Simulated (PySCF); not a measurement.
AsN₂⁻: one-bond stretch

Method: PBE0/[As def2-TZVPD, N def2-TZVPD], no relativity, density fitting, PySCF.

Rigid scan from the singlet minimum (As–N 1.646 Å (×2); N–As–N 180.0°). Coordinate: the bond from As to the last atom (N) scaled, the rest fixed. Energies in kJ/mol from the minimum.

| scale of one bond | E (kJ/mol) | dipole size (D, about the centre of mass) |
| --- | --- | --- |
| 0.92 | 47.9 | 0.54 |
| 0.96 | 10.5 | 0.26 |
| 1.00 | 0.0 | 0.00 |
| 1.05 | 12.3 | 0.31 |
| 1.12 | 57.1 | 0.71 |
| 1.20 | 125.0 | 1.12 |
| 1.35 | 249.6 | 1.83 |
| 1.55 | 364.0 | – |
| 1.80 | 438.8 | – |
| 2.20 | 492.9 | – |

At long bonds a restricted determinant can lie too high, and another spin state can fall below this curve.

The scan took 19 s on 2 threads of a shared Arm Neoverse V1 host; the process peaked at 1.1 GiB. Launch command: `OMP_NUM_THREADS=2 python axn.py task.json out`.
